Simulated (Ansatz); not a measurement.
Gas-phase electronic energies from Ansatz, PBE0-D4/def2-TZVP geometries. CCSD(T)/CBS adds triple-zeta CCSD(T) − MP2 to the extrapolated MP2 energy (def2 sets, frozen cores). This one scheme is used for every species. Functionals use def2-TZVPP. B3LYP here is the variant with VWN-RPA as its local correlation; programs differ in this. def2 core potentials past Kr. For Sn outer-core shells are correlated without core-valence functions, which leaves a few kJ/mol of doubt a bond.

Reaction (stannylene formation by 1,1-elimination): `C#[C][SnH]([F])[Cl]` → `[F][Sn][Cl]` + `C#C`

```
             level  ΔE (kJ/mol)  difference from CCSD(T)/CBS
           BLYP-D4        -80.2                        -48.2
            B97M-V        -29.8                          2.2
      CAM-B3LYP-D4        -46.3                        -14.3
            B2PLYP        -54.0                        -22.0
          PBE-QIDH        -21.2                         10.8
              BLYP        -94.7                        -62.7
            r2SCAN        -40.6                         -8.6
              PBE0        -43.3                        -11.3
             B3LYP        -74.3                        -42.3
             BHLYP        -51.0                        -19.0
         CAM-B3LYP        -53.2                        -21.2
      MP2/def2-SVP        -12.7                         19.3
     CCSD/def2-SVP        -27.8                          4.2
     HF/def2-TZVPP        -35.2                         -3.2
SCS-MP2/def2-TZVPP        -31.7                          0.3
SCS-MP2/def2-QZVPP        -35.6                         -3.6
       CCSD(T)/CBS        -32.0                            0
```

(1) What do rigid-rotor, harmonic-oscillator terms from PBE0-D4/def2-TZVP frequencies (298.15 K, 1 bar) make of the CCSD(T)/CBS value? (Best estimate.)

Largest T1 diagnostic among the species: 0.016.

## Answers

(1) Ansatz gave: ΔZPE = +2.1 kJ/mol, ΔH = -28.4 kJ/mol, ΔS = 136 J/(mol·K), ΔG = -69.0 kJ/mol.

Leaving LDA and LC-ωPBE aside and taking each functional with its dispersion term where it has one, the values spread over 59.0 kJ/mol, from BLYP-D4 to PBE-QIDH. LDA lies +30.5 kJ/mol from PBE without D4. At CCSD(T), def2-SVP lies +6.0 kJ/mol from the extrapolated value and def2-TZVPP +9.4 kJ/mol. In def2-TZVPP, CCSD(T) changes the Hartree–Fock value by +12.6 kJ/mol (the triples alone add +3.6 kJ/mol) and MP2 by +8.5 kJ/mol.

CCSD(T)/CBS has its own doubt, a few kJ/mol and more with outer-core shells, so smaller differences from it don't rank the levels.
